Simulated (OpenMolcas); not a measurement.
An atom or ion with 4 electrons was computed by SS-CASPT2, IPEA 0.25 Eh, imaginary shift 0.1 Eh with spin-orbit coupling (OpenMolcas, ANO-RCC-VQZP, DKH2). The lowest levels that the run gave, each within 12 % of the measured value where one is at hand:

```csv
J,Parity,E (eV),g
0,even,0.0000,
0,odd,10.161,
1,odd,10.179,1.501
2,odd,10.216,1.501
1,odd,19.900,1.000
0,even,26.508,
1,even,26.527,1.501
2,even,26.563,1.501
2,even,28.884,1.000
0,even,35.887,
```

Q: Which ion is it, and what are the configurations and terms?

A: O⁴⁺ (Z = 8, charge +4; active space 2 electrons in 4 orbitals (2s 2p)). J, parity and g give the terms where levels are pure, and mixed ones are named by the computed weights; the size of the splittings, set against known spectra of the 4-electron sequence, gives the charge. In order, with the measured energies in eV (Moore, Selected Tables of Atomic Spectra, NSRDS-NBS 3, section 9): 2s² ¹S₀, 2s 2p ³P°₀ (10.1596), 2s 2p ³P°₁ (10.1764), 2s 2p ³P°₂ (10.2145), 2s 2p ¹P°₁ (19.6884), 2p² ³P₀ (26.4660), 2p² ³P₁ (26.4853), 2p² ³P₂ (26.5186), 2p² ¹D₂ (28.7298), 2p² ¹S₀ (35.6963).

Measured partners are found by configuration, term and J. A level has none where our copy of the source lacks it or the pairing is in doubt (some pairs that miss far off the trend of their configuration count as doubtful), and it then counts in no deviation. Only configurations of the active space appear.

° marks odd parity.
